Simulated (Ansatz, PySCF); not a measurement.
Spin states of HIrO (SMILES [OH][Ir]), each relaxed with B3LYP-D3(BJ)/def2-TZVP.
State 1 (charge 0, multiplicity 3):
```xyz
3

Ir    -0.939    -0.648    -0.816
O      0.462    -0.134     0.313
H      0.444     0.829     0.433
```
State 2 (charge 0, multiplicity 1):
```json
[
 {"atom": "Ir", "x (Å)": "-0.9189", "y (Å)": "-0.6367", "z (Å)": "-0.7988"},
 {"atom": "O", "x (Å)": "0.4485", "y (Å)": "-0.1415", "z (Å)": "0.3017"},
 {"atom": "H", "x (Å)": "0.4372", "y (Å)": "0.8256", "z (Å)": "0.4269"}
]
```

Singlets are restricted, other states unrestricted; no spin–orbit coupling, no relativity up to Kr; see below for the cores. The largest T1 diagnostic is 0.091.

Correlated levels freeze the inner cores; with def2 sets outer-core shells near the valence are correlated too.

Programs: Ansatz (Gaussian basis) for Hartree–Fock, density functionals and correlated methods; PySCF for the dispersion terms.  In def2 rows elements past Kr take small-core potentials, without spin–orbit coupling.

| level | energy of the multiplicity-1 state less that of the multiplicity-3 state (eV) |
|---|---|
| PBE-D3(BJ)/def2-TZVPP | 0.900 |
| r2SCAN-D3(BJ)/def2-TZVPP | 1.268 |
| B97M-V/def2-TZVPP | 1.190 |
| B3LYP/def2-TZVPP | 1.008 |
| B3LYP-D3(BJ)/def2-TZVPP | 1.008 |
| BHLYP-D3(BJ)/def2-TZVPP | ? |
| CAM-B3LYP-D4/def2-TZVPP | ? |
| B2PLYP/def2-TZVPP | 0.988 |
| B2PLYP-D3(BJ)/def2-TZVPP | 0.988 |

Problem. Some entries are withheld; supply them.

Solution. 
- BHLYP-D3(BJ)/def2-TZVPP, energy of the multiplicity-1 state less that of the multiplicity-3 state (eV): 1.240
- CAM-B3LYP-D4/def2-TZVPP, energy of the multiplicity-1 state less that of the multiplicity-3 state (eV): 1.040

Doubts at one or more of the structures used: a restricted determinant that unrestricted orbitals would lower (B2PLYP/def2-TZVPP, B2PLYP-D3(BJ)/def2-TZVPP).

Ansatz is an electronic-structure program.
